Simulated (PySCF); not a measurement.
C6HF3O2.
SMILES: `C#CC1=C(F)OC(F)=C(F)O1`

Jobs on this species (12 atoms, 80 electrons) with PySCF (density fitting). Hardware of each: one thread of an Arm Neoverse V1, no GPU (shared host). Other jobs ran on the host; a repeat could differ by tens of per cent or more. Peak memory is the resident size of the whole Python process, interpreter and libraries included.

**Question.** Rank these jobs by wall time, shortest first.
A. WP04/6-31G, IEF-PCM benzene, grid level 3; spin–spin couplings from 4 perturbed nuclei, spin–dipole term for 3 of them; 101 basis functions
B. LC-wPBE/def2-SVP, IEF-PCM chloroform, start guess huckel; 25 singlets by TDA, 2 Tamm–Dancoff triplets, polarisability; 159 basis functions
C. CAM-B3LYP/ANO-RCC-VDZP, grid level 4, level shift 0.1 Eh; shieldings, ring-centre shieldings; 159 basis functions
D. PBE0/def2-SVPD; 6 singlets by full TDDFT, 2 Tamm–Dancoff triplets, polarisability; 243 basis functions

**Answer.** A (23 s), B (42 s), D (74 s), C (2.0 min).

All jobs:

```csv
level and settings,work,basis functions,SCF cycles,wall time,peak memory
"WP04/6-31G, IEF-PCM benzene, grid level 3","spin–spin couplings from 4 perturbed nuclei, spin–dipole term for 3 of them",101,15,23 s,0.65 GiB
"PW91/6-31G*, IEF-PCM acetone, grid level 4","shieldings, ring-centre shieldings",156,16,34 s,0.67 GiB
PBE0/pcSseg-1,"shieldings, ring-centre shieldings, charges and field gradients",192,15,36 s,0.82 GiB
"LC-wPBE/def2-SVP, IEF-PCM chloroform, start guess huckel","25 singlets by TDA, 2 Tamm–Dancoff triplets, polarisability",159,14,42 s,0.87 GiB
PBE0/def2-SVPD,"6 singlets by full TDDFT, 2 Tamm–Dancoff triplets, polarisability",243,15,74 s,0.97 GiB
"CAM-B3LYP/ANO-RCC-VDZP, grid level 4, level shift 0.1 Eh","shieldings, ring-centre shieldings",159,13,2.0 min,0.96 GiB
HCTH407/ANO-RCC-VDZP,"3 singlets by TDA, 5 Tamm–Dancoff triplets, polarisability, density and orbital grids written",159,17,2.0 min,0.61 GiB
```

**Question.** What do all jobs in the table cost together?

**Answer.** About 7.5 min; the longest takes about 27 % of that, and about 5.2 times as long as the shortest.
